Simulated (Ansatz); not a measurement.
Consider the hydrogenolysis of a B–O bond: `COB(O)F` + H₂ → `COBF` + H₂O.

Calculated with Ansatz (gas phase, PBE0-D4/def2-TZVP geometries, no zero-point term in ΔE). CBS: MP2 limit from def2 TZ/QZ plus the TZ coupled-cluster correction, frozen cores. This one scheme is used for every species. Functionals use def2-TZVPP. B3LYP here is the variant with VWN-RPA as its local correlation; programs differ in this. Each species was taken in one conformer, which may not be the lowest.

`COB(O)F`:

```xyz
9

C     0.714   -0.768    0.870
O    -0.269    0.248    0.831
B    -0.724    0.760   -0.326
O    -0.277    0.341   -1.541
F    -1.654    1.717   -0.251
H     1.580   -0.398    1.421
H     1.025   -1.070   -0.132
H     0.305   -1.632    1.397
H    -0.699    0.803   -2.269
```

H₂:

Cartesian coordinates in Å:
```
H -0.292 0.063 -0.223
H 0.292 -0.063 0.223
```

`COBF`:

```xyz
8

C    -0.806    0.603   -0.394
O     0.381   -0.134   -0.603
B     1.019   -0.744    0.403
F     2.125   -1.413    0.112
H    -1.106    0.594    0.657
H    -1.603    0.170   -1.000
H    -0.643    1.634   -0.712
H     0.635   -0.709    1.538
```

H₂O:

```xyz
3

O    -0.067    0.088   -0.373
H     0.606   -0.500   -0.023
H    -0.539    0.412    0.396
```

```json
{"level": "PBE-D4", "ΔE (kJ/mol)": "100.1", "difference from CCSD(T)/CBS": "0.7"}
{"level": "BLYP-D4", "ΔE (kJ/mol)": "103.0", "difference from CCSD(T)/CBS": "3.6"}
{"level": "B3LYP-D4", "ΔE (kJ/mol)": "104.0", "difference from CCSD(T)/CBS": "4.6"}
{"level": "ωB97X-V", "ΔE (kJ/mol)": "102.4", "difference from CCSD(T)/CBS": "3.0"}
{"level": "revPBE", "ΔE (kJ/mol)": "92.0", "difference from CCSD(T)/CBS": "-7.4"}
{"level": "r2SCANh", "ΔE (kJ/mol)": "108.8", "difference from CCSD(T)/CBS": "9.4"}
{"level": "CAM-B3LYP", "ΔE (kJ/mol)": "103.0", "difference from CCSD(T)/CBS": "3.6"}
{"level": "HF/def2-SVP", "ΔE (kJ/mol)": "113.7", "difference from CCSD(T)/CBS": "14.3"}
{"level": "SCS-MP2/def2-TZVPP", "ΔE (kJ/mol)": "101.4", "difference from CCSD(T)/CBS": "2.0"}
{"level": "CCSD/CBS(def2)", "ΔE (kJ/mol)": "98.0", "difference from CCSD(T)/CBS": "-1.4"}
{"level": "CCSD(T)/CBS", "ΔE (kJ/mol)": "99.4", "difference from CCSD(T)/CBS": "0"}
```

Largest T1 diagnostic among the species: 0.013.

The D4 term adds +5.0 kJ/mol with B3LYP and +2.6 kJ/mol with PBE0; it sums over pairs of atoms, weighted by their polarisabilities, and B3LYP, whose exchange is more repulsive, gets the larger term. From BLYP to BHLYP (50 % exact exchange), in def2-TZVPP and without D4, ΔE moves by +6.5 kJ/mol. Leaving LDA and LC-ωPBE aside and taking each functional with its dispersion term where it has one, the values, not all of them listed here, spread over 9.8 kJ/mol, from PBE-D4 to r2SCAN-D4. LDA lies +13.2 kJ/mol from PBE without D4.
